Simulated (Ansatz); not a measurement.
`[CH3][GaH][Cl]` + BH₃ → `[BH2][GaH][CH3]` + HCl  (formal exchange of groups at a Ga–Cl bond)

Gas-phase electronic energies from Ansatz, PBE0-D4/def2-TZVP geometries. CBS: MP2 limit from def2 TZ/QZ plus the TZ coupled-cluster correction, frozen cores. This one scheme is used for every species. DFT in def2-TZVPP. HSE06 is defined as in plane-wave codes. For Ga outer-core shells are correlated without core-valence functions, which leaves a few kJ/mol of doubt a bond. Scalar relativity is left out up to krypton.

`[CH3][GaH][Cl]`:

Cartesian coordinates in Å:
```
C -0.911 -0.011 -0.300
Ga 0.968 0.181 0.195
Cl 1.747 -1.296 1.566
H -1.458 0.905 -0.066
H -1.368 -0.847 0.228
H -0.997 -0.177 -1.377
H 2.020 1.245 -0.246
```

BH₃:

Z-matrix (Å, degrees):
```
B
H 1 1.193
H 1 1.193 2 120.0
H 1 1.193 2 120.0 3 180.0
```

`[BH2][GaH][CH3]`:

Cartesian coordinates in Å:
```
B 0.444 -1.926 -0.429
Ga -0.387 -0.273 0.497
C -0.054 1.604 -0.026
H 1.485 -2.405 -0.074
H -0.085 -2.478 -1.353
H -1.375 -0.463 1.719
H 0.670 1.710 -0.834
H -0.997 2.061 -0.341
H 0.298 2.169 0.841
```

HCl:

Cartesian coordinates in Å:
```
Cl 0.226 -0.486 0.348
H -0.226 0.486 -0.348
```

```csv
level,ΔE (eV)
r2SCAN-D4,1.53
B97M-V,1.52
r2SCAN0-D4,1.57
HSE06-D4,1.49
BHLYP-D4,1.66
r2SCANh,1.55
LC-ωPBE,1.49
RPA@PBE/def2-TZVPP,1.49
```

Q: What does CCSD(T)/CBS give? (Best estimate.)

A: Computed: +1.52 eV. The listed levels differ from it by 0.01, 0.00, 0.05, -0.03, 0.14, 0.03, -0.03, -0.03 eV.

Largest T1 diagnostic among the species: 0.013.

From r2SCAN to r2SCAN0 (25 % exact exchange), in def2-TZVPP and without D4, ΔE moves by +0.05 eV. Leaving LDA and LC-ωPBE aside and taking each functional with its dispersion term where it has one, the values, not all of them listed here, spread over 0.27 eV, from PBE-D4 to BHLYP-D4. LDA lies −0.08 eV from PBE without D4. At CCSD(T), def2-SVP lies +0.09 eV from the extrapolated value and def2-TZVPP +0.00 eV.
